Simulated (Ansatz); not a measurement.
# Worked example: SnH3Br + BHBr2 → SnH4 + BBr3

Species: SnH3Br `[Br][SnH3]`, singlet; BHBr2 `BrBBr`, singlet; SnH4 `[SnH4]`, singlet; BBr3 (boron tribromide) `BrB(Br)Br`, singlet. The partners trade Br for H: Sn–Br and B–H bonds give way to Sn–H and B–Br.

Shapes, held fixed at every level: PBE0-D4/def2-TZVP. Programs: Ansatz 0.2.0. The zero-point and thermal change to 298 K, harmonic and unscaled (PBE0-D4/def2-TZVP), is -6.1 kJ/mol.

At CCSD(T)/def2-TZVPP; 1 Eh = 2625.50 kJ/mol:

```
species   energy (Eh)
 SnH3Br  -2788.186363
  BHBr2  -5170.860851
   SnH4   -216.021096
   BBr3  -7743.012921
```

Q: Work out ΔH(298 K) of the reaction at this level.

A: 
1. Products less reactants: (-216.021096) + (-7743.012921) − [(-2788.186363) + (-5170.860851)] = 0.013197 Eh = +34.6 kJ/mol.
2. With the thermal change: +34.6 + (-6.1) = +28.5 kJ/mol.

Other levels give +13.6 (SPW92/def2-TZVPP) to +33.3 kJ/mol (CCSD/def2-TZVPP). No measured value is set beside it here. For atoms past krypton def2 sets carry core potentials with scalar relativity. Relativity is left out for Br. Outer-core shells of Br, Sn are correlated in most correlated rows, in sets that cover them unevenly.
